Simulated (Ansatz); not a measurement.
`C=COBC` and `C=COCO` differ in one atom or group.

Ansatz, PBE0-D4/def2-TZVP geometries, multiplicity 1. Each molecule was computed in one conformer, which needn't be the lowest.

```tsv
property	`C=COBC`
HOMO energy (ωB97M-V/def2-TZVPP) / eV	-9.66
HOMO–LUMO gap (ωB97M-V/def2-TZVPP) / eV	11.42
HOMO–LUMO gap (PBE/def2-TZVPP) / eV	5.02
HOMO energy (PBE0/def2-TZVPP) / eV	-7.38
LUMO energy (PBE0/def2-TZVPP) / eV	-0.17
HOMO–LUMO gap (PBE0/def2-TZVPP) / eV	7.22
```

Give the same properties after the change, and the shifts. (Estimate.)

Computed: 
```
                               property  `C=COCO`  shift
  HOMO energy (ωB97M-V/def2-TZVPP) / eV     -9.17   0.49
HOMO–LUMO gap (ωB97M-V/def2-TZVPP) / eV     11.69   0.27
    HOMO–LUMO gap (PBE/def2-TZVPP) / eV      5.40   0.38
     HOMO energy (PBE0/def2-TZVPP) / eV     -6.90   0.48
     LUMO energy (PBE0/def2-TZVPP) / eV      0.74   0.91
   HOMO–LUMO gap (PBE0/def2-TZVPP) / eV      7.64   0.42
```

With PBE0 the HOMO rises by 0.48 eV and the LUMO rises by 0.91 eV, so the gap widens by about 0.43 eV. PBE moves the HOMO by 0.53 eV and ωB97M-V by 0.49 eV.
